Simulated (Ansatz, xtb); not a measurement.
# C6H7Cl2+: where a starting geometry ends

The starting geometry of this gas-phase singlet was built from a drawn formula by distance geometry and a force field; its bonds are those of `ClC(Cl)C[C+]1C=CC1`.

```
atom    x (Å)    y (Å)    z (Å)
   C  -1.0706   0.9200   1.1053
   C   0.2408   0.1839   0.8549
   C   0.4205  -1.0499   1.7022
   C   0.8559  -1.3502   3.1111
   C   0.6546  -2.6632   2.8738
   C   0.2435  -2.4469   1.3676
  Cl  -1.0706   2.4854   0.2976
  Cl  -2.4673  -0.0388   0.5388
   H  -1.2119   1.0887   2.1985
   H   0.3276  -0.1203  -0.1932
   H   1.0922   0.8236   1.0851
   H   1.1523  -0.7523   3.9696
   H   0.7750  -3.5544   3.4461
   H   0.9031  -2.8371   0.6020
   H  -0.8119  -2.7108   1.1282
```

Question: Predict what becomes of its bonds when it is optimised with r2SCAN-D4/def2-SVP.

Answer: It keeps its bonds, and is `ClC(Cl)C[C+]1C=CC1`.

The energy falls by 0.66 eV over 35 steps:

```json
{"step": "1", "E − E(last) (eV)": "0.656"}
{"step": "5", "E − E(last) (eV)": "0.197"}
{"step": "9", "E − E(last) (eV)": "0.141"}
{"step": "12", "E − E(last) (eV)": "0.075"}
{"step": "16", "E − E(last) (eV)": "0.053"}
{"step": "20", "E − E(last) (eV)": "0.050"}
{"step": "24", "E − E(last) (eV)": "0.044"}
{"step": "27", "E − E(last) (eV)": "0.023"}
{"step": "31", "E − E(last) (eV)": "0.002"}
{"step": "35", "E − E(last) (eV)": "0.000"}
```

Final geometry (Å):

```xyz
15

C    -1.0291    0.8227    0.8237
C     0.3131    0.2300    1.3044
C     0.1576   -1.0324    2.0649
C     0.7982   -1.4630    3.2319
C     0.8974   -2.6214    2.4802
C    -0.2841   -2.3996    1.5745
Cl   -0.6874    2.3542    0.0051
Cl   -1.8881   -0.3294   -0.2382
H    -1.7032    1.0424    1.6624
H     0.9214    0.0249    0.4033
H     0.8411    0.9838    1.9080
H     1.3538   -0.9965    4.0473
H     1.7710   -3.2723    2.3240
H    -0.1868   -2.6289    0.5047
H    -1.2417   -2.7368    1.9913
```

From the same start GFN2-xTB reaches the same bonding as this run.

No frequencies were run, so the end isn't proven a minimum. Run with Ansatz 0.2.0, 80 s on 4 threads of Arm Neoverse V2 (shared host).
